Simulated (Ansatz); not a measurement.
Reaction (ligand exchange at the Si–C bond): `O[SiH2]CBr` + `N[SiH](O)O` → `O[SiH2]N[SiH](O)O` + `CBr`

Computed with Ansatz on PBE0-D4/def2-TZVP structures; ΔE is electronic, products minus reactants. CBS: MP2 limit from def2 TZ/QZ plus the TZ coupled-cluster correction, frozen cores. This one scheme is used for every species. Functionals use def2-TZVPP. HSE06 is defined as in plane-wave codes. For Br outer-core shells are correlated without core-valence functions, which leaves a few kJ/mol of doubt a bond. Scalar relativity is left out up to krypton. Each species was taken in one conformer, which may not be the lowest.

```
             level  ΔE (kcal/mol)  difference from CCSD(T)/CBS
       LDA (SPW92)          -19.1                          0.0
            PBE-D4          -18.3                          0.8
            B97M-V          -20.7                         -1.6
          HSE06-D4          -19.0                          0.1
               PBE          -17.5                          1.6
              BLYP          -18.4                          0.7
           r2SCAN0          -19.9                         -0.8
       HF/def2-SVP          -22.8                         -3.7
SCS-MP2/def2-TZVPP          -19.9                         -0.8
     MP2/CBS(def2)          -19.1                          0.0
       CCSD(T)/CBS          -19.1                            0
```

Largest T1 diagnostic among the species: 0.012.

From BLYP to BHLYP (50 % exact exchange), in def2-TZVPP and without D4, ΔE moves by −2.1 kcal/mol. The D4 term adds −1.2 kcal/mol with B3LYP and −0.7 kcal/mol with PBE0; it sums over pairs of atoms, weighted by their polarisabilities, and B3LYP, whose exchange is more repulsive, gets the larger term. Leaving LDA and LC-ωPBE aside and taking each functional with its dispersion term where it has one, the values, not all of them listed here, spread over 3.1 kcal/mol, from BHLYP-D4 to PBE-D4. LDA lies −1.6 kcal/mol from PBE without D4.

B3LYP here is the variant with VWN-RPA as its local correlation; programs differ in this.
